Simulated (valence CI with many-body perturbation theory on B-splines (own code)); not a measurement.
**Forbidden lines of Ga¹⁰⁺**

Method: relativistic CI+MBPT: three valence electrons over a frozen Dirac-Fock core [Ar], a basis of 9 s, 9 p, 10 d, 8 f, 5 g, 3 h, 1 i functions for each j, with the one-electron correlation potential Σ1 (screened to all orders), the two-electron term Σ2, the three-electron term Σ3, Breit, model QED; selected single and double excitations, second order for the rest, scaled by the run's own slope (own B-spline code, finite nucleus).

No measured spectrum was set against this ion. As an estimate, terms of the open shell hold to 2 to 4 % of their energy, and close levels can change places. Core correlation moves these levels by up to 3300 cm⁻¹, and in measured spectra 5 to 20 % of such shifts remained as error; rates that hang on mixing are uncertain with them. Only levels of the ground parity were solved; by the run's estimate the other parity begins above the list, which can be wrong where configurations are misplaced.

Lines 51 to 86 of 86 in falling wavelength, among levels below 122100 cm⁻¹, chosen from the decays that carry over 1 % of a level's rate. Wavelengths and rates use the calculated energies, so an error of 2000 cm⁻¹ moves a line at 240.5 nm by 4.8 % and its rate by three times that or more. Electric multipoles are in the length gauge, E1 and E2 with the static RPA response of the core. S is in atomic units (e²a₀⁴ for E2 and M2, e²a₀⁶ for E3), for M1 in squared Bohr magnetons. Weak lines are less certain than strong ones. Lines between different terms over intervals too small for the method are left out, as are lines whose strength nearly cancels. The highest levels of a list are the least certain.

Names give the largest LS component (configuration and term), which can be under half, so a name can repeat, a term be missing and a line seem to break the LS rules; names also repeat where a configuration has a term twice. Letters in brackets count levels of one name in rising energy.

| λ vac (nm) | Upper | Lower | Type | A (s⁻¹) | S (a.u.) |
| --- | --- | --- | --- | --- | --- |
| 240.5 | 3d³ ²D_5/2 [b] | 3d³ ²F_7/2 | M1 | 7.47e+00 | 2.31e-02 |
| 238.2 | 3d³ ²F_5/2 | 3d³ ²G_7/2 | M1 | 3.12e+00 | 9.36e-03 |
| 238.2 | 3d³ ²F_5/2 | 3d³ ²G_7/2 | E2 | 2.76e-01 | 1.13e-01 |
| 235.3 | 3d³ ²H_9/2 | 3d³ ⁴F_7/2 | M1 | 5.69e-01 | 2.75e-03 |
| 233.4 | 3d³ ²D_3/2 [a] | 3d³ ⁴F_3/2 | M1 | 9.19e+00 | 1.73e-02 |
| 225.1 | 3d³ ²P_1/2 | 3d³ ⁴F_3/2 | M1 | 1.36e-01 | 1.15e-04 |
| 223.7 | 3d³ ²D_5/2 [a] | 3d³ ⁴F_7/2 | M1 | 2.03e+01 | 5.05e-02 |
| 211.6 | 3d³ ²D_5/2 [a] | 3d³ ⁴F_5/2 | M1 | 2.85e+00 | 5.99e-03 |
| 204.0 | 3d³ ²P_3/2 | 3d³ ⁴F_5/2 | M1 | 1.15e+01 | 1.44e-02 |
| 202.8 | 3d³ ²D_5/2 [a] | 3d³ ⁴F_3/2 | M1 | 7.80e-01 | 1.45e-03 |
| 195.8 | 3d³ ²P_3/2 | 3d³ ⁴F_3/2 | M1 | 5.63e+00 | 6.26e-03 |
| 153.2 | 3d³ ²D_5/2 [b] | 3d³ ²P_3/2 | M1 | 4.15e+00 | 3.32e-03 |
| 153.2 | 3d³ ²D_5/2 [b] | 3d³ ²P_3/2 | E2 | 2.57e+00 | 1.16e-01 |
| 149.2 | 3d³ ²D_5/2 [b] | 3d³ ²D_5/2 [a] | E2 | 1.10e+00 | 4.37e-02 |
| 148.6 | 3d³ ²F_7/2 | 3d³ ⁴F_9/2 | M1 | 5.44e+00 | 5.29e-03 |
| 146.8 | 3d³ ²D_3/2 [b] | 3d³ ²D_5/2 [a] | M1 | 1.72e+01 | 8.08e-03 |
| 144.4 | 3d³ ²D_5/2 [b] | 3d³ ²H_9/2 | E2 | 1.62e+00 | 5.44e-02 |
| 140.2 | 3d³ ²F_5/2 | 3d³ ⁴F_7/2 | M1 | 5.61e-01 | 3.44e-04 |
| 137.5 | 3d³ ²F_7/2 | 3d³ ⁴F_5/2 | M1 | 2.05e+00 | 1.58e-03 |
| 137.0 | 3d³ ²D_3/2 [b] | 3d³ ²P_1/2 | E2 | 2.49e+00 | 4.29e-02 |
| 136.0 | 3d³ ²D_5/2 [b] | 3d³ ²D_3/2 [a] | M1 | 1.18e+01 | 6.58e-03 |
| 135.3 | 3d³ ²F_5/2 | 3d³ ⁴F_5/2 | M1 | 5.24e-01 | 2.89e-04 |
| 134.1 | 3d³ ²D_3/2 [b] | 3d³ ²D_3/2 [a] | E2 | 3.69e+00 | 5.72e-02 |
| 134.1 | 3d³ ²D_3/2 [b] | 3d³ ²D_3/2 [a] | M1 | 8.74e-01 | 3.13e-04 |
| 131.7 | 3d³ ²F_5/2 | 3d³ ⁴F_3/2 | M1 | 4.55e+00 | 2.31e-03 |
| 124.4 | 3d³ ²D_5/2 [b] | 3d³ ²G_9/2 | E2 | 1.53e+01 | 2.44e-01 |
| 122.0 | 3d³ ²D_5/2 [b] | 3d³ ⁴P_5/2 | M1 | 2.77e+01 | 1.12e-02 |
| 121.4 | 3d³ ²D_5/2 [b] | 3d³ ²G_7/2 | E2 | 1.74e+00 | 2.46e-02 |
| 120.4 | 3d³ ²D_3/2 [b] | 3d³ ⁴P_5/2 | M1 | 1.91e+00 | 4.95e-04 |
| 119.8 | 3d³ ²D_3/2 [b] | 3d³ ²G_7/2 | E2 | 2.19e+01 | 1.93e-01 |
| 117.4 | 3d³ ²D_5/2 [b] | 3d³ ⁴P_3/2 | M1 | 3.18e+00 | 1.15e-03 |
| 116.0 | 3d³ ²D_3/2 [b] | 3d³ ⁴P_3/2 | M1 | 9.59e+00 | 2.22e-03 |
| 115.7 | 3d³ ²D_3/2 [b] | 3d³ ⁴P_1/2 | M1 | 2.68e+00 | 6.17e-04 |
| 89.49 | 3d³ ²D_5/2 [b] | 3d³ ⁴F_7/2 | M1 | 5.40e+00 | 8.61e-04 |
| 86.68 | 3d³ ²D_3/2 [b] | 3d³ ⁴F_5/2 | M1 | 5.57e+00 | 5.38e-04 |
| 85.17 | 3d³ ²D_3/2 [b] | 3d³ ⁴F_3/2 | M1 | 2.33e+00 | 2.14e-04 |
